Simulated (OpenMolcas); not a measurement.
# Fe2+: effect of the basis set

| Property | Result |
| --- | --- |
| Program | OpenMolcas 26.06 |
| Method | CASSCF |
| Active space | 6 electrons in 5 orbitals (3d) |
| State averaging | 2S+1 = 5 even, 5 roots; 2S+1 = 3 even, 45 roots; 2S+1 = 1 even, 50 roots |
| Spin-orbit coupling | state interaction with AMFI integrals over the reference wave functions, term energies averaged over their components |

A. ANO-RCC-VDZP [5s4p2d1f], DKH2, point nucleus; cost roughly 26 core-seconds
B. ANO-RCC-VTZP [6s5p3d2f1g], DKH2, point nucleus; cost about 24 core-seconds
C. ANO-L-VTZP [6s5p3d2f1g], non-relativistic, point nucleus; cost of the order of 24 core-seconds
D. ANO-R2 [6s5p4d2f1g], X2C, finite nucleus; cost about 28 core-seconds
E. ANO-RCC-VQZP [7s6p4d3f2g1h], DKH2, point nucleus; cost about 25 core-seconds
F. ANO-R3 [7s5p5d3f2g1h], X2C, finite nucleus; cost roughly 30 core-seconds

Energies in cm⁻¹ above 3d⁶ ⁵D₄, the measured ground level; measured values from Corliss and Sugar, J. Phys. Chem. Ref. Data 11, 135 (1982).

```tsv
Level	A	B	C	D	E	F	Measured
3d⁶ ⁵D₄	0.0	0.0	0.0	0.0	0.0	0.0	0.0
3d⁶ ⁵D₃	449	435	443	435	432	435	436
3d⁶ ⁵D₂	768	745	758	745	740	745	739
3d⁶ ⁵D₁	974	946	962	946	939	946	932
3d⁶ ⁵D₀	1075	1045	1062	1044	1037	1045	1027
3d⁶ ³H₆	22319	22496	22587	22580	22591	22582	20051
3d⁶ ³H₅	22554	22726	22820	22810	22819	22812	20301
3d⁶ ³H₄	22732	22900	22996	22985	22993	22986	20482
3d⁶ ³P₂(1)	24421	24638	24733	24727	24743	24729	19405
3d⁶ ³F₄(1)	25563	25774	25877	25866	25878	25867	21462
3d⁶ ³P₁(1)	25728	25909	26024	26002	26008	26004	20688
3d⁶ ³F₃(1)	25809	26012	26119	26105	26115	26106	21700
3d⁶ ³F₂(1)	25992	26189	26299	26282	26290	26283	21857
3d⁶ ³P₀(1)	26285	26454	26577	26549	26551	26550	21208
3d⁶ ³G₅	28200	28415	28533	28513	28522	28515	24559
3d⁶ ³G₄	28610	28812	28937	28912	28917	28913	24941
3d⁶ ³G₃	28804	29003	29130	29103	29107	29104	25142
3d⁶ ¹I₆	33588	33852	33992	33970	33983	33972	30356
3d⁶ ¹G₄(1)	35417	35701	35850	35822	35835	35823	30886
3d⁶ ³D₁	36505	36777	36932	36896	36901	36897	
3d⁶ ³D₂	36534	36807	36962	36926	36931	36927	
3d⁶ ³D₃	36659	36928	37084	37046	37051	37048	30858
3d⁶ ¹S₀(1)	41167	41502	41677	41633	41646	41634	34812
3d⁶ ¹D₂(1)	44110	44458	44646	44594	44604	44595	35804
```

Deviations, from unrounded energies. A percentage is the sum of absolute deviations over the sum of measured energies, with the sign that they share, or ± where signs differ.

| Against measurement | Levels | A | B | C | D | E | F |
| --- | --- | --- | --- | --- | --- | --- | --- |
| mean absolute deviation (cm-1) | 21 | 3500 | 3700 | 3800 | 3800 | 3800 | 3800 |
| fine structure of the ground term (%) | 4 | +4.2 | ±1.2 | +2.8 | ±1.2 | ±0.7 | ±1.2 |
| other terms of the ground configuration (%) | 17 | +17.3 | +18.2 | +18.7 | +18.6 | +18.6 | +18.6 |

A, B lie about equally close to measurement and C furthest from it. The largest miss of A in the table is 3d⁶ ¹D₂(1), by +8300 cm-1. The ranking rests on the paired levels alone, and a cruder setting can come out closer through cancelling errors.

Among A to F the level of the table that moves most is 3d⁶ ¹D₂(1), by 540 cm-1 (lowest in A, highest in C).

Without dynamic correlation excited terms often stand tens of per cent too high (terms of higher spin than the ground term too low), and those without a measured partner can miss by more than the paired ones. Measured partners are found by configuration, term and J. A level has none where our copy of the source lacks it or the pairing is in doubt (some pairs that miss far off the trend of their configuration count as doubtful), and it then counts in no deviation. Levels of configurations outside the active space are missing. Levels that lie high or do not pair safely by name in every column are left out.

A number in round brackets counts repeated terms of one configuration in the order of the reference energies.
